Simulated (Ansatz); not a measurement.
Basis sets compared for H₉Au₅⁺. The state is a doublet with charge 1. Geometry PBE-D4/def2-SVP. Ansatz on 4 threads of Arm Neoverse V2 on a shared host; times are rough, and most runs start from earlier orbitals.

```xyz
14

Au    2.794   -1.463   -2.703
Au    0.455   -0.839   -1.411
Au   -1.276    0.920    1.950
Au   -1.080    1.815    4.599
Au   -2.074    0.113   -0.647
H    -0.242    2.107    5.927
H    -2.067   -0.482   -2.131
H     4.598   -1.592   -2.678
H    -2.637    0.872    0.864
H    -0.316   -0.106   -0.074
H    -0.173    1.141    3.281
H     4.453   -0.979   -3.236
H    -3.593    0.335   -1.044
H     1.156   -1.841   -2.699
```

In the def2 sets Au takes a core potential; there is no spin–orbit coupling. In the doublet, H8 and H12 lie 0.84 Å apart (atoms count from 1), so H2 has formed as a molecule. Another isomer (doublet) lies 0.42 eV lower at PBE0-D4/def2-TZVP; other spin states weren't run for this one.

```
           level  functions  energy (Eh)  HOMO (eV)  LUMO (eV)  wall time
 PBE-D4/def2-SVP        205    -683.9919      -9.84      -9.23      7.5 s
PBE0-D4/def2-SVP        205    -683.7506     -10.96      -8.45       11 s
```

Question: Estimate the rows for PBE-D4/def2-TZVP (with forces), PBE0-D4/def2-TZVP.

Answer: 
| level | functions | energy (Eh) | HOMO (eV) | LUMO (eV) | wall time |
| --- | --- | --- | --- | --- | --- |
| PBE-D4/def2-TZVP (with forces) | 254 | -684.0546 | -9.92 | -9.29 | 11 s |
| PBE0-D4/def2-TZVP | 254 | -683.8133 | -11.05 | -8.49 | 27 s |
